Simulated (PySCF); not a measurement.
**Zinc: highly charged ions in a basis for the neutral atom**

Zn(13+) [Ne] 3s2 3p5, Zn(14+) [Ne] 3s2 3p4. Computed with PySCF 2.14 in def2-TZVP (6s5p4d1f, 48 functions), with the non-relativistic Hamiltonian (point nucleus). No spin-orbit coupling, so a gap to NIST mixes the basis error with missing relativistic terms.

Changed run: basis of the neutral atom used for a highly charged ion. This setting is unsound on purpose.

| species | method | sound run (hartree) | changed run (hartree) | converged |
| --- | --- | --- | --- | --- |
| Zn(13+) | UHF | not run | -1701.90935 | yes |
| Zn(13+) | M06-2X | not run | -1702.73465 | yes |
| Zn(13+) | B3LYP | not run | -1702.64167 | yes |
| Zn(14+) | UHF | not run | -1685.27270 | yes |
| Zn(14+) | M06-2X | not run | -1686.02891 | yes |
| Zn(14+) | B3LYP | not run | -1685.93598 | yes |

Ionisation energy of Zn(13+):

```tsv
method	changed run (eV)	NIST (eV)
UHF	452.71	453.4 ± 0.3
M06-2X	454.59	453.4 ± 0.3
B3LYP	454.59	453.4 ± 0.3
```

The contracted functions were made for the neutral atom and can be too rigid for a highly charged ion.
